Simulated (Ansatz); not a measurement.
```yaml
crystal:
  periodic: [false, false, false]
  atoms:
    - {symbol: O, position_ang: [-1.093173, 1.361229, 0.516615]}
    - {symbol: Zr, position_ang: [0.077213, 0.124142, -0.316314]}
    - {symbol: O, position_ang: [1.707157, -0.098709, 0.718925]}
    - {symbol: O, position_ang: [-0.723879, -1.554710, -0.666592]}
    - {symbol: F, position_ang: [0.687848, 0.866556, -2.000738]}
    - {symbol: H, position_ang: [-1.612105, 1.905246, 1.130327]}
    - {symbol: H, position_ang: [2.310584, -0.398243, 1.326839]}
    - {symbol: H, position_ang: [-1.268409, -2.309357, -0.700309]}
basis:
  gaussian: {orbitals: STO-3G}
magnetization: {spin_polarized: false, initial_magnetization: 2}
hamiltonian: {xc: {name: revPBE0}}
scf: {lower_state_search: off}
output: {forces: true}
```

```sh
$ ansatz run in.yaml --threads 4 --pin off --events-out ev --progress --plain --max-ram 10444MiB
```

Output, abridged:

```
Functional definition: revPBE0
659 factors; integrals over basis functions are off by at most 6.9e-5 eV
mean field evaluation 1: about -104147.6416 eV, gradient 1.7e1 eV
mean field evaluation 2: about -104147.6132 eV, gradient 1.7e1 eV
mean field evaluation 4: about -104148.3303 eV, gradient 1.3e1 eV
mean field evaluation 8: about -104148.9138 eV, gradient 5.3e0 eV
mean field evaluation 16: about -104149.1213 eV, gradient 5.4e-1 eV
mean field -104149.33894999 eV, -3827.4176114547 hartree, gradient 4.8e-6 eV, S^2 2.000000; 0 other end points of the search recorded, 0 dependent functions left out
reference -104149.33897534 eV, -3827.4176123863 hartree; 39, 37 occupied and 11, 13 virtual orbitals, 659 factors
Total energy: -104149.33897534 eV, -3827.4176123863 hartree
Atom 0 at    -1.093173     1.361229     0.516615 Å, force     1.201899    -0.917954    -1.081240 eV/Å
Atom 1 at     0.077213     0.124142    -0.316314 Å, force    -5.877616    -1.187672     0.567386 eV/Å
Atom 2 at     1.707157    -0.098709     0.718925 Å, force    -1.198806     2.409646    -3.508846 eV/Å
Atom 3 at    -0.723879    -1.554710    -0.666592 Å, force     3.168706     3.793270     0.116766 eV/Å
Atom 4 at     0.687848     0.866556    -2.000738 Å, force     1.512809     1.173658    -2.335433 eV/Å
Atom 5 at    -1.612105     1.905246     1.130327 Å, force    -1.061020     1.299499     1.215786 eV/Å
Atom 6 at     2.310584    -0.398243     1.326839 Å, force     5.077149    -2.637764     5.248225 eV/Å
Atom 7 at    -1.268409    -2.309357    -0.700309 Å, force    -2.823121    -3.932684    -0.222643 eV/Å
Dipole moment:     0.170622    -0.147265     0.452608 e Å
Checks for a lower state left out: stability, starts, cluster_reference, orbital_swaps, neighbouring_geometries, increment
```

Run time 2.1 s (4 threads of an Arm Neoverse V2 on a shared host); peak host memory 0.16 GiB.
